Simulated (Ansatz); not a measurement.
(HMg-mu-OH)2 (Mg₂O₂H₄). Total charge 0; singlet. Geometry PBE-D4/def2-SVP; atoms count from 1.

```xyz
8

Mg    1.3856   -0.5297    0.0652
H     2.9834   -1.1406    0.1403
O    -0.2833   -0.6050    1.1066
Mg   -1.3856    0.5295   -0.0653
H    -2.9836    1.1400   -0.1407
O     0.2831    0.6042   -1.1071
H    -0.4952   -1.0569    1.9369
H     0.4957    1.0585   -1.9359
```

Estimate the Mulliken populations from the PBE0/def2-TZVP orbitals of Ansatz.


| atom | charge (e) |
| --- | --- |
| Mg1 | 0.74 |
| H2 | -0.17 |
| O3 | -0.91 |
| Mg4 | 0.74 |
| H5 | -0.17 |
| O6 | -0.91 |
| H7 | 0.34 |
| H8 | 0.34 |
Mulliken values and Mayer orders depend strongly on the basis.

And the Mayer bond orders between bonded heavy atoms (over 0.3)?

Mg1–O3 0.37 (1.97 Å); Mg1–O6 0.37 (1.97 Å); O3–Mg4 0.37 (1.97 Å); Mg4–O6 0.37 (1.97 Å).
